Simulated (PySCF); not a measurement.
Si(H)3(nPr), C₃H₁₀Si, SMILES C(CC)[SiH3], singlet at its PBE0/def2-SVP optimised geometry (Å):

```
14

Si    -1.9760     0.4814     0.0000
C     -0.0888     0.4814     0.0000
C      0.5530    -0.9064     0.0053
C      2.0747    -0.8685     0.0059
H     -2.5028     1.8819     0.0000
H     -2.5052    -0.2218     1.2114
H     -2.5054    -0.2219    -1.2113
H      0.2486     1.0613     0.8781
H      0.2486     1.0545    -0.8826
H      0.2010    -1.4720     0.8861
H      0.2019    -1.4783    -0.8719
H      2.4609    -0.3442    -0.8832
H      2.5054    -1.8819     0.0087
H      2.4601    -0.3396     0.8926
```

Computed with PBE0/def2-TZVP run with PySCF 2.14.0.

Map of the electron localisation function on the plane z = 1.5 Å:

```
|                             |
|                             |
|                             |
|                             |
|                             |
|                             |
|       .                     |
|     .:-:      .             |
|     .:::    .*##-           |
|      ...    +@@@#.          |
|       ..   .%@@@%.          |
|     .:::.  .%@@@#    .      |
|    :*%%#=. .*@@%:  :##+.    |
|   -%@@@@%:  :=+:  .%@@@=    |
|   #@@@@@@=        *@@@@#.   |
|  .%@@@@@@+        #@@@@#.   |
|   *@@@@@@-  .-=:  =@@@%=    |
|   -@@@@@%   #@@#. .+#*-.    |
|    =%@@%:  =@@@@:  ...      |
|     .==.   *@@@@:           |
|            +@@@%.           |
|            :#%%=            |
|             .::             |
|                             |
|                             |
|                             |
|                             |
|                             |
|                             |
```
Scale: ten equal steps from 0.000 (start of ' ') to 1.000 (end of '@'), in the order ' .:-=+*#%@'; x runs from -5.00 to 5.00, y from -5.00 (bottom) to 5.00 (top).
